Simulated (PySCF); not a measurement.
The vertical singlet excitations below were computed for one of the candidates. Method used: TDDFT CAM-B3LYP/def2-SVPD, vertical, gas phase, core orbitals frozen in the response in PySCF. Geometries: PBE0-D3(BJ)/def2-SVP, one conformer each.

```json
{"state": "S1", "ν̃ (cm⁻¹)": "58200", "f": "0.0067", "main configurations (H = HOMO, L = LUMO)": "H→L (88%)"}
{"state": "S2", "ν̃ (cm⁻¹)": "62990", "f": "0.0021", "main configurations (H = HOMO, L = LUMO)": "H→L+2 (49%), H→L+1 (26%), H→L+3 (18%)"}
{"state": "S3", "ν̃ (cm⁻¹)": "63380", "f": "0.012", "main configurations (H = HOMO, L = LUMO)": "H→L+3 (56%), H→L+1 (15%), H→L+4 (14%)"}
{"state": "S4", "ν̃ (cm⁻¹)": "64770", "f": "0.0055", "main configurations (H = HOMO, L = LUMO)": "H→L+2 (40%), H→L+1 (26%), H→L+4 (13%)"}
{"state": "S5", "ν̃ (cm⁻¹)": "68920", "f": "0.0007", "main configurations (H = HOMO, L = LUMO)": "H-1→L (82%)"}
{"state": "S6", "ν̃ (cm⁻¹)": "70340", "f": "0.0011", "main configurations (H = HOMO, L = LUMO)": "H→L+4 (53%), H→L+1 (16%)"}
{"state": "S7", "ν̃ (cm⁻¹)": "70840", "f": "0.015", "main configurations (H = HOMO, L = LUMO)": "H→L+5 (64%), H→L+7 (8%)"}
{"state": "S8", "ν̃ (cm⁻¹)": "71400", "f": "0.013", "main configurations (H = HOMO, L = LUMO)": "H→L+6 (64%), H→L+5 (12%)"}
{"state": "S9", "ν̃ (cm⁻¹)": "71960", "f": "0.011", "main configurations (H = HOMO, L = LUMO)": "H-2→L+1 (30%), H-2→L (27%), H-1→L+1 (14%)"}
{"state": "S10", "ν̃ (cm⁻¹)": "72600", "f": "0.040", "main configurations (H = HOMO, L = LUMO)": "H→L+7 (55%), H→L+5 (10%), H-1→L+2 (8%)"}
```

Triplets computed (Tamm–Dancoff): 7.11, 7.73, 7.78, 7.94 eV.

Orbital energies (eV): HOMO-3 -10.61, HOMO-2 -10.45, HOMO-1 -9.91, HOMO -8.64, LUMO 1.36, LUMO+1 1.73, LUMO+2 1.79.

Question: Which structure fits?
A. `CC#C[C@@H]1CC12C=CC=C2`
B. `CCC[C@@H](C)OC(C)C`
C. `CC#Cc1ccc(C)cc1`

Answer: B. Its S1, at 7.22 eV, is the highest among the candidates; the nearest of the others has S1 at 5.04 eV. S1 is HOMO→LUMO (88%). Löwdin shares by element: HOMO oxygen 54%, carbon 23% or more (atoms not listed hold the other 23%); LUMO carbon 27% or more, hydrogen 5% or more (atoms not listed hold the other 68%). At the same level the other candidates give, for their lowest levels:
- `CC#Cc1ccc(C)cc1`: 5.04 eV (f 0.002); 5.16 eV (f 0.470); 5.51 eV (f 0.000); 6.22 eV (f 0.001); 6.25 eV (f 0.000); T1 3.49 eV; HOMO -7.47, LUMO 0.30 eV
- `CC#C[C@@H]1CC12C=CC=C2`: 4.74 eV (f 0.042); 5.64 eV (f 0.209); 5.96 eV (f 0.035); 6.26 eV (f 0.005); 6.33 eV (f 0.002); T1 2.93 eV; HOMO -7.49, LUMO 0.27 eV

The values belong to the conformer `[CH3:1][CH2:2][CH2:3][C@@H:4]([CH3:5])[O:6][CH:7]([CH3:8])[CH3:9]`: C1–C2–C3–C4 179°, C2–C3–C4–C5 177°, C3–C4–O6–C7 153°, C4–O6–C7–C8 -84°.
